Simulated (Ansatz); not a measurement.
C2H8FGeNO2 (SMILES C[O][Ge]([NH2])([F])[O]C), singlet, at a GFN2-xTB geometry, atoms displaced at random by about 0.08 Å a coordinate; B3LYP/STO-3G, gradient (Ansatz, a program for electronic structure).

Here is a job for Ansatz.
Ansatz 0.2 input:
```yaml
crystal:
  periodic: [false, false, false]
  atoms:
    - {symbol: C, position_ang: [-2.19940733, -1.38821398, 0.65854276]}
    - {symbol: O, position_ang: [-0.80199786, -1.03816058, 0.81873468]}
    - {symbol: Ge, position_ang: [0.05552452, 0.35316920, -0.02277756]}
    - {symbol: N, position_ang: [-0.70858964, 1.90337459, -0.03353949]}
    - {symbol: F, position_ang: [-0.37051113, -0.12959348, -1.75079437]}
    - {symbol: O, position_ang: [1.63200252, 0.24553747, 0.29251600]}
    - {symbol: C, position_ang: [2.43267559, -1.04267926, 0.24363705]}
    - {symbol: H, position_ang: [-2.76591274, -0.51096433, 0.94094381]}
    - {symbol: H, position_ang: [-2.12689091, -2.12757062, 1.38380530]}
    - {symbol: H, position_ang: [-2.42662481, -1.51994627, -0.33061997]}
    - {symbol: H, position_ang: [-0.49914913, 2.52702951, -0.62880395]}
    - {symbol: H, position_ang: [-0.38685052, 2.35191633, 0.96996457]}
    - {symbol: H, position_ang: [2.66935316, -1.31432125, -0.66987842]}
    - {symbol: H, position_ang: [2.12200668, -1.60546035, 0.93615804]}
    - {symbol: H, position_ang: [3.39574057, -0.54000127, 0.75873340]}
basis:
  gaussian:
    orbitals: STO-3G
hamiltonian:
  xc: b3lyp
output: {forces: true}
```

Problem. Write the output that Ansatz gives for this input, abridged.

Solution. 
```
Functional definition: B3LYP
734 factors; integrals over basis functions are off by at most 3.3e-5 eV
mean field evaluation 1: about -66216.8482 eV, gradient 5.6e1 eV
mean field evaluation 2: about -66217.5923 eV, gradient 4.9e1 eV
mean field evaluation 4: about -66225.8840 eV, gradient 5.1e0 eV
mean field evaluation 8: about -66225.9264 eV, gradient 5.5e-2 eV
mean field evaluation 16: about -66225.9264 eV, gradient 6.4e-6 eV
mean field -66225.92640398 eV, -2433.7579058009 hartree, gradient 7.5e-6 eV, S^2 0.000000; 0 other end points of the search recorded, 0 dependent functions left out
the calculation of the forces begins
reference -66225.92664709 eV, -2433.7579147353 hartree; 42, 42 occupied and 14, 14 virtual orbitals, 734 factors
Total energy: -66225.92664709 eV, -2433.7579147353 hartree
Atom 0 at    -2.199407    -1.388214     0.658543 Å, force     2.715763     4.490905     1.470382 eV/Å
Atom 1 at    -0.801998    -1.038161     0.818735 Å, force     3.501026     1.481686    -0.041535 eV/Å
Atom 2 at     0.055525     0.353169    -0.022778 Å, force    -4.280905    -2.288128    -3.908927 eV/Å
Atom 3 at    -0.708590     1.903375    -0.033539 Å, force    -0.935728    -7.336890    12.922756 eV/Å
Atom 4 at    -0.370511    -0.129593    -1.750794 Å, force     0.866037     0.443021     1.845585 eV/Å
Atom 5 at     1.632003     0.245537     0.292516 Å, force     1.599403    -0.915007    -0.133522 eV/Å
Atom 6 at     2.432676    -1.042679     0.243637 Å, force     3.935088    12.760537     2.366464 eV/Å
Atom 7 at    -2.765913    -0.510964     0.940944 Å, force    -1.462009     0.410260     0.934054 eV/Å
Atom 8 at    -2.126891    -2.127571     1.383805 Å, force    -2.031308    -3.076851     1.470418 eV/Å
Atom 9 at    -2.426625    -1.519946    -0.330620 Å, force    -1.277071    -1.973422    -3.809747 eV/Å
Atom 10 at    -0.499149     2.527030    -0.628804 Å, force     2.866383     8.246540    -8.462469 eV/Å
Atom 11 at    -0.386851     2.351916     0.969965 Å, force    -1.583818    -0.614850    -3.042699 eV/Å
Atom 12 at     2.669353    -1.314321    -0.669878 Å, force     1.118342    -2.618740    -6.128229 eV/Å
Atom 13 at     2.122007    -1.605460     0.936158 Å, force    -3.590528    -7.028750     6.131363 eV/Å
Atom 14 at     3.395741    -0.540001     0.758733 Å, force    -1.440674    -1.980311    -1.613893 eV/Å
Dipole moment:     0.340203     0.163309     0.203120 e Å
```
